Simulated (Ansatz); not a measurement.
Te2Pd, relaxed as a quintet with UKS r2SCAN-D4/def2-TZVP in Ansatz, starting from the r2SCAN-D4/def2-TZVP geometry of the neutral singlet. Force threshold 0.02 eV/Å.

In the def2 sets Pd, Te take a core potential; there is no spin–orbit coupling. The relaxation made no stability test and no search for a lower SCF solution. At r2SCAN-D4/def2-TZVP a triplet of charge 0 lies 1.53 eV below the quintet, each at its own geometry. The structure comes from a short search, and lower isomers may exist.

Start:

```xyz
3

Pd   -0.3883    0.7964    1.1614
Te    1.0473   -1.0934    0.1818
Te   -0.6589    0.2970   -1.3432
```

```json
{"step": "1", "energy (eV)": "-18073.9236", "largest force component (eV/Å)": "0.505", "SCF passes": "30"}
{"step": "2", "energy (eV)": "-18073.9509", "largest force component (eV/Å)": "1.039", "SCF passes": "61"}
{"step": "3", "energy (eV)": "-18074.0490", "largest force component (eV/Å)": "1.414", "SCF passes": "47"}
{"step": "4", "energy (eV)": "-18074.2071", "largest force component (eV/Å)": "1.677", "SCF passes": "31"}
{"step": "5", "energy (eV)": "-18074.7197", "largest force component (eV/Å)": "0.490", "SCF passes": "33"}
{"step": "6", "energy (eV)": "-18074.8051", "largest force component (eV/Å)": "0.157", "SCF passes": "34"}
{"step": "7", "energy (eV)": "-18074.8103", "largest force component (eV/Å)": "0.021", "SCF passes": "28"}
{"step": "8", "energy (eV)": "-18074.8103", "largest force component (eV/Å)": "0.001", "SCF passes": "30"}
```

Force components are those of the run's own axes.

End:

```csv
atom,x (Å),y (Å),z (Å)
Pd1,-0.336,0.690,1.006
Te2,1.254,-1.230,0.466
Te3,-0.918,0.540,-1.472
```

By distances, no bond broke or formed. The bond that changes most is Te2–Te3, from 2.68 to 3.41 Å (atoms count from 1).

No frequencies were taken in this run, so the end may be a saddle point.

It took 36 s on 4 threads of Arm Neoverse V1 on a shared host.
